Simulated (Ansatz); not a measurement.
Input file for Ansatz (a first-principles code): R-PBE/def2-TZVPPD on C2H10Ge (a complex), monomers drawn apart or pushed together. Files ending in .json are basis or fitting sets from the Basis Set Exchange.

Ansatz 0.2 input:
```yaml
crystal:
  periodic: [false, false, false]
  atoms:
    - {symbol: Ge, position_ang: [-0.15445395, 0.14853706, -0.24637723]}
    - {symbol: H, position_ang: [-0.50518300, -0.05966162, -1.72772934]}
    - {symbol: H, position_ang: [0.41996131, -1.15308113, 0.33115045]}
    - {symbol: H, position_ang: [-1.42203654, 0.53481203, 0.52928761]}
    - {symbol: H, position_ang: [0.88635996, 1.27008888, -0.11978313]}
    - {symbol: C, position_ang: [0.60726315, 0.44614888, 4.05808606]}
    - {symbol: C, position_ang: [-0.34037309, -0.70244209, 4.39084050]}
    - {symbol: H, position_ang: [1.05677139, 0.86463777, 4.96062971]}
    - {symbol: H, position_ang: [0.08513846, 1.25663557, 3.54586825]}
    - {symbol: H, position_ang: [1.42090777, 0.11522443, 3.40970424]}
    - {symbol: H, position_ang: [0.18248274, -1.51150844, 4.90446505]}
    - {symbol: H, position_ang: [-0.78929110, -1.12132755, 3.48853232]}
    - {symbol: H, position_ang: [-1.15338612, -0.37046751, 5.03939191]}
basis:
  gaussian:
    orbitals: def2-TZVPPD.json
hamiltonian:
  xc: {name: PBE}
scf: {lower_state_search: off}
```

The head of its log:

```
WARN ansatz: RAYON_NUM_THREADS=1 ignored (pool sized by the plan → 1); use --threads N
Functional definition: PBE
these checks for a lower state are left out or cut short: stability, starts, cluster_reference, orbital_swaps, neighbouring_geometries, increment
integrals: 0.22 GiB planned
1311 factors; their error is unknown
mean field: 1.62 GiB planned
mean field evaluation 1: about -58731.9022 eV, gradient 7.3e1 eV
mean field evaluation 2: about -58711.8355 eV, gradient 1.1e2 eV
```

Q: What total energy does the run end on?

A: -2158.7921 hartree.
